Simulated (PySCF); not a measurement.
## Telling isomers of C6H6FNO apart by NMR

[PySCF 2.14.0 with density-fitted response routines: PBE0/pcSseg-1 with gauge-including orbitals; geometry: GFN2-xTB; averaged over atoms made equivalent by symmetry, fast rotation or ring inversion; non-relativistic; single conformer; no solvent]

Scale: $^{1}$H (σref 31.72) and $^{13}$C (σref 186.93) vs TMS (reference shieldings calculated alike). Splittings of carbon signals by F and P are missing where no couplings were computed. Where no couplings were computed, multiplicities follow the n + 1 count of equivalent neighbours, and m marks all less simple cases (inequivalent or close neighbours, rings, F or P nearby). Acid and N–H amide carbonyl carbons lie up to 10 ppm further downfield in solution (hydrogen bonding). Shifts are as computed. Against solution values, carbons near 30 ppm lie about +3 ppm off and those near 130 ppm about +5 ppm. Of 1211 compounds with measured shifts, 218 miss one by over three times the rms of a fit or turn the order of signals round; such compounds aren't used in these exercises. OH and NH positions are gas-phase values without hydrogen bonding to other molecules.

(1) Tabulate the signals of `C#C/C(=C\F)C(=O)NC`, `O=CNC1=CCC(F)=C1` and their relative energies.

(2) What is the quickest way to tell C#C/C(=C\F)C(=O)NC from O=CNC1=CCC(F)=C1?

Answers

(1) 
| SMILES | carbon types | δC | δH | E rel. (kcal/mol) |
| --- | --- | --- | --- | --- |
| C#C/C(=C\F)C(=O)NC | 3×C 2×CH 1×CH3 | 181.3, 162.3, 106.7, 99.0, 78.8, 26.3 | 8.28 (m, 1H), 6.04 (br, 1H), 3.29 (s, 1H), 3.21 (d, 3H) | 32.9 |
| O=CNC1=CCC(F)=C1 | 2×C 3×CH 1×CH2 | 182.5, 159.2, 141.3, 109.8, 109.0, 40.9 | 8.38 (d, 1H), 6.62 (m, 1H), 6.19 (br, 1H), 5.50 (m, 1H), 3.32 (m, 2H) | 0.0 |

Energies are electronic energies at PBE0/pcSseg-1 on these geometries, without zero-point or thermal terms, each for the one conformer computed, which needn't be the lowest.

(2) Both give the same number of carbon signals, but DEPT or the intensities differ. The first has an alkyne carbon (C) at 78.8 ppm, the second an allylic sp3 CH2 at 40.9 ppm. Their most deshielded carbons lie at 181.3 and 182.5 ppm.
